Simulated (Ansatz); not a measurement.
Q: Name a neutral molecule of C, Cl, Hf and H with LUMO energy (PBE0/def2-TZVPP) between -2.50 and -2.20 eV and size of the dipole moment (PBE/def2-TZVPP) between 1.45 and 1.75 D (Ansatz, PBE0-D4/def2-TZVP geometry).

A: `C#[C][Hf]([Cl])([Cl])[Cl]` (-2.38 eV, 1.52 D). Other molecules can fit too; these were computed, each in one conformer that needn't be the lowest.
